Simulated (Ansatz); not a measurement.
A structure relaxed at r2SCAN-D4/def2-SVP in Ansatz, charge 0, singlet:

Cartesian coordinates in Å:
```
O 0.146 2.924 -3.871
Si -1.147 1.909 -3.651
O -2.462 2.821 -4.113
O -0.919 0.554 -4.578
C -1.296 1.278 -1.906
C -0.041 0.538 -1.428
C -0.141 0.044 0.012
C 1.117 -0.709 0.463
C 1.024 -1.186 1.884
C 1.456 -0.392 2.952
F 2.004 0.802 2.708
C 1.344 -0.806 4.281
F 1.774 -0.032 5.272
C 0.763 -2.045 4.566
F 0.645 -2.450 5.824
C 0.312 -2.858 3.523
F -0.240 -4.037 3.793
C 0.439 -2.415 2.205
F -0.010 -3.206 1.227
H -0.079 3.859 -3.943
H -3.331 2.416 -4.013
H -0.597 0.713 -5.474
H -1.515 2.133 -1.239
H -2.175 0.609 -1.839
H 0.836 1.204 -1.527
H 0.154 -0.318 -2.100
H -0.314 0.900 0.690
H -1.018 -0.620 0.119
H 1.280 -1.577 -0.196
H 1.995 -0.052 0.362
```

Q: Give its formula, name or SMILES.

A: `O[Si](O)(O)CCCCc1c(F)c(F)c(F)c(F)c1F`.

Q: Summarise the bond lengths by kind (pairs closer than 1.2 times the sum of covalent radii, bridged metal pairs left out).

A: 10 × C–C 1.40 to 1.53 Å; 5 × C–F 1.33 to 1.34 Å; 3 × O–Si 1.66 to 1.67 Å; 1 × C–Si 1.86 Å; 8 × C–H 1.10 to 1.11 Å; 3 × H–O 0.96 Å.
